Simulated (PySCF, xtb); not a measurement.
TaSCl₃, SMILES [S]=[Ta]([Cl])([Cl])[Cl], multiplicity 1.

Harmonic wavenumbers (cm⁻¹) from GFN2-xTB (xtb) at its own minimum, in rising order: 83, 83, 99, 102, 102, 299, 336, 336, 465.

Task: What does PBE-D3(BJ)/def2-SVP run with PySCF give at its own minimum? (Estimate from the structure and the level; the computed values follow.)

Result: 98, 98, 117, 142, 142, 384, 402, 402, 533. Paired by order, the mean absolute difference is 46 cm⁻¹ and the zero-point energies are 2.7 and 3.3 kcal/mol.
